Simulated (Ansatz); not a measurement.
Species: BH2Se, charge 0, doublet. BH2Se (SMILES [BH][SeH], doublet).
B3LYP-D3(BJ)/def2-TZVP minimum from Ansatz (a quantum-chemistry and plane-wave program):
```xyz
4

B      0.3213    -0.8771     1.2872
H     -0.3987    -1.3636     2.0899
Se     0.0080     0.1620    -0.2443
H     -1.4794     0.2423    -0.2180
```
Charge 0, spin multiplicity 2.

Total energies in cc-pVTZ, 11 correlated electrons, 15 frozen orbitals. UHF or UKS for unpaired electrons; spin-orbit terms are left out. Correlated methods leave the cores frozen (noble-gas shells, and filled d and f shells in the p block). No relativity.

```
method    program  energy (Eh)  minus CCSDT(Q) (mEh)
--------  -------  -----------  --------------------
HF         Ansatz  -2425.69274                276.05
MP2        Ansatz  -2425.92542                 43.37
CCSD       Ansatz  -2425.95568                 13.11
CCSD(T)    Ansatz  -2425.96703                  1.76
CCSDT(Q)   Ansatz  -2425.96879                  0.00
```
